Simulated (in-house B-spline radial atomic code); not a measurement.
RPA and G0W0 on TPSS: As V (As4+)

Configuration [Ar] 3d10 4s1, highest spin, mean-field start TPSS. Computed with an all-electron radial atomic-structure program (B-spline basis): all electrons, scalar-relativistic (spin-free one-electron X2C), finite nucleus, each spin shell either full or empty, empty states to l = 9 with an (l + 1/2)⁻⁴ tail; G0W0 by contour deformation at full frequency.

RPA overbinds a lone outer s electron by self-correlation, and G0W0 tends to as well.

Command:
```bash
python run_gw.py task.json out
```
Settings (radii: box in bohr, nucleus in fm):
```
Z                        33
electrons                29
configuration            [Ar] 3d10 4s1
hamiltonian              x2c
method                   tpss,tpss
lmax                     9
rms_radius               4.0968
spin_polarised           True
box_radius               11.96
intervals                68
ion_configuration        [Ar] 3d10
```

Time taken, with all properties: 4.5 s on 1 thread of Arm Neoverse V1, with other jobs on the host.

Energies (hartree):

```tsv
term	value
mean-field total	-2256.83196
Hartree-Fock functional on these orbitals	-2255.29309
direct second order	-2.5574
second-order exchange	0.74987
SOSEX correction	0.6866
```

**Question.** What is the RPA correlation energy, and what remains with SOSEX?

**Answer.** RPA gives -2.2054 hartree (-2.07 eV per electron); RPA + SOSEX gives -1.5188, and the second-order doubles -1.8075 hartree (no singles). RPA lacks exchange-type terms and so overcorrelates at short range.

Quasi-particle levels (eV):

```json
{"level": "4s up", "occupied": "yes", "mean field": "-57.58", "Σx - vxc": "-4.50", "Σc": "?", "QP weight": "?", "G0W0": "?"}
{"level": "3d down", "occupied": "yes", "mean field": "-90.37", "Σx - vxc": "-16.94", "Σc": "3.35", "QP weight": "0.922", "G0W0": "-103.96"}
{"level": "3d up", "occupied": "yes", "mean field": "-90.70", "Σx - vxc": "-16.81", "Σc": "3.31", "QP weight": "0.917", "G0W0": "-104.21"}
{"level": "4s down", "occupied": "no", "mean field": "-55.57", "Σx - vxc": "8.15", "Σc": "-2.66", "QP weight": "0.949", "G0W0": "-50.07"}
```

G0W0 = mean field + (Σx - vxc) + Σc, with Σc (partial-wave tail included) taken at the quasi-particle energy. Only the outer levels were computed. Levels of low weight are left out.

**Question.** Where does G0W0 put 4s up?

**Answer.** At -63.83 eV, with Σc = -1.75 eV and a quasi-particle weight of 0.969. The tabulated removal energy is 62.77 ± 0.06 eV (NIST, measured); the calculation leaves out spin-orbit coupling, Breit and QED terms, and what these don't explain is the method's own error.

**Question.** What does it cost to remove one electron (to [Ar] 3d10) by differences of total energies, each species on its own start (correlation terms add to the Hartree-Fock functional)?

**Answer.** TPSS 63.40 eV, Hartree-Fock functional 61.57 eV, + RPA 63.46 eV, + RPA + SOSEX 62.68 eV, + second order 63.24 eV. Tabulated: 62.77 ± 0.06 eV (NIST, measured); the calculation leaves out spin-orbit coupling, Breit and QED terms, and what these don't explain is the method's own error.
